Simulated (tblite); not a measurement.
hydrogen peroxide (H₂O₂), singlet, at a GFN2-xTB geometry; GFN1-xTB run with tblite.

tblite was given this input:
```
$ tblite run mol.xyz --method gfn1 --charge 0 --spin 0 --etemp 2000 --json tblite.json --no-restart

# file mol.xyz
4

O     -0.02311961     0.70996455    -0.01256427
O      0.02311961    -0.70996455     0.01256427
H      0.91389752     0.94248526    -0.03262698
H     -0.91389752    -0.94248526     0.03262698
```

The log (banner, timings and long lists left out):

```
xTB calculator
 | screened Coulomb repulsion
 | Coulomb electrostatics
 |  * isotropic Klopman-Ohno-Mataga-Nishimoto electrostatics
 |  * onsite third-order electrostatics
 | DFT-D3(BJ) dispersion correction

halogen bonding energy    0.0000000000000E+00 Eh
repulsion energy          3.6816180564336E-02 Eh
dispersion energy        -3.1786680649725E-04 Eh
number of electrons       1.4000000000000E+01 e
integral cutoff           1.9731147476801E+01 bohr

------------------------------------------------------------
  cycle        total energy    energy error   density error
------------------------------------------------------------
      1     -10.32634936494  -1.0362848E+01   4.9380115E-01
      2     -10.35127892801  -2.4929563E-02   2.4712283E-01
      3     -10.35665904953  -5.3801215E-03   3.8202282E-02
      4     -10.35681039000  -1.5134047E-04   7.7750444E-03
      5     -10.35682821166  -1.7821654E-05   1.2269961E-04
      6     -10.35682821611  -4.4546855E-09   1.1726187E-06
------------------------------------------------------------

electronic energy        -1.0393326529870E+01 Eh
total energy             -1.0356828216112E+01 Eh

Post processing:
 | Mayer-Wiberg bond orders

[Info] JSON dump of results written to 'tblite.json'
```
